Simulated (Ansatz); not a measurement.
Compare A (`OC1[SiH2]CB1F`) with its isomer B (`O[SiH]1CB(F)C1`).

Program: Ansatz. Geometries: PBE0-D4/def2-TZVP. ΔE: electronic, gas phase. CBS: MP2 limit from def2 TZ/QZ plus the TZ coupled-cluster correction, frozen cores. Functionals use def2-TZVPP. B3LYP here is the variant with VWN-RPA as its local correlation; programs differ in this. One conformer a species, not always the lowest.

**Question.** Which isomer does CCSD(T)/CBS put lower? Give the gap. (An estimate is asked.)

**Answer.** The calculation gave: B, by 51.4 kcal/mol.

**Question.** Give E(B) − E(A) in kcal/mol with HF/def2-TZVPP, B3LYP, B2PLYP, B3LYP-D4, PBE0-D4, PBE-D4, ωB97M-V. (Estimate.)

**Answer.** Ansatz gave: HF/def2-TZVPP -52.7, B3LYP -49.5, B2PLYP -51.1, B3LYP-D4 -49.4, PBE0-D4 -48.6, PBE-D4 -46.5, ωB97M-V -50.9. None reverses the order clearly.

Largest T1 diagnostic: 0.013.

From PBE to PBE0 (25 % exact exchange), in def2-TZVPP and without D4, E(B) − E(A) moves by −2.1 kcal/mol.
